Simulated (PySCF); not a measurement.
## Radial density of Ce⁺ (cerium, charge +1)

HSE06, [Xe] 5d3, high-spin 4F determinant (an excited configuration). Computed with PySCF 2.14 in x2c-TZVPPall (11s7p7d4f2g, 113 functions), with the spin-free X2C one-electron Hamiltonian (Gaussian nucleus).

```tsv
r (bohr)	4πr²ρ (e/bohr)	4πr²(ρα − ρβ)
0.0280	67.91	-0.0015
0.0470	77.50	0.0003
0.0791	99.94	0.0308
0.133	73.64	0.1056
0.224	86.17	0.0503
0.377	34.98	0.0657
0.633	35.67	0.2335
1.07	11.48	0.0499
1.79	6.802	1.2495
3.01	1.327	0.8835
5.07	0.1271	0.1241
8.53	0.0003720	0.0004
```

Densities and radii are taken from the X2C orbitals without a picture-change correction, which distorts them close to the nucleus.

Spin-orbit coupling, absent here, splits the open shell strongly.
